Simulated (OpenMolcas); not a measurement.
**Cr2+: moving the ligands**

Cr2+ with 6 ligands (ammonia, water on the axis) in tetragonal octahedral coordination (Ci) at 2.15 Å, the axial distance 2.090 Å. Ligand basis ANO-RCC-VDZP.

```yaml
Program: OpenMolcas 26.06
Method: "SS-CASPT2, IPEA 0.25 Eh, imaginary shift 0.1 Eh (closed shells correlated: 3s 3p and the ligand valence shells)"
Basis: ANO-RCC-VDZP [5s4p2d1f]
Scalar_Hamiltonian: DKH2, point nucleus
Active_space: 4 electrons in 5 orbitals (3d)
State_averaging: 2S+1 = 5 even, 5 roots; 2S+1 = 3 even, 45 roots; 2S+1 = 1 even, 50 roots
Spin-orbit_coupling: state interaction with AMFI integrals over the reference wave functions
```

Runs around this geometry, states. Energies in cm-1 above the lowest state or level, χT in cm3 K/mol.

| R (Å) | Axial / equatorial distance | Ground state | First state of that spin | First gap with spin-orbit (degeneracies) | χT at 300 K | First state of another spin |
| --- | --- | --- | --- | --- | --- | --- |
| 2.15 | 0.914 | 2S+1 = 5 | 620 | 0 (1, 1) | 2.969 | 2S+1 = 3: 2680 |
| 2.15 | 0.972 | 2S+1 = 5 | 3730 | 0 (1, 1) | 2.980 | 2S+1 = 3: 6370 |
| 2.23 | 0.972 | 2S+1 = 5 | 3390 | 0 (1, 1) | 2.975 | 2S+1 = 3: 9260 |

Over all roots computed the reference weight is 0.69 to 0.70 in R = 2.15 in ratio = 0.914, 0.69 to 0.70 in R = 2.15 in ratio = 0.972, 0.69 to 0.70 in R = 2.23 in ratio = 0.972; a low but even weight reflects the number of correlated electrons. Ligand-to-metal charge-transfer states are missing. With no ligand orbital active B as a rule stays too high, so bands that hang on it stand too high and its fall with covalency is understated. With one d shell and no ligand orbital active, 10Dq can be off by tens of per cent for divalent 3d ions, low with halides held by bare charges and at times high in hosts. This shell can be high or low spin here, a state of another spin lies low, and with metal d orbitals alone active their balance is uncertain, so the ground spin may be wrong (holds for R = 2.15, ratio = 0.914; R = 2.15, ratio = 0.972). Free-ion shares, where given, are those of the reference states; single-state CASPT2 does not remix them (holds for R = 2.23, ratio = 0.972). No measured value stands beside these numbers; the geometry is a model, was not optimised and need not be the one that this ion takes.

A state without a sure symmetry label is named by its multiplicity alone.
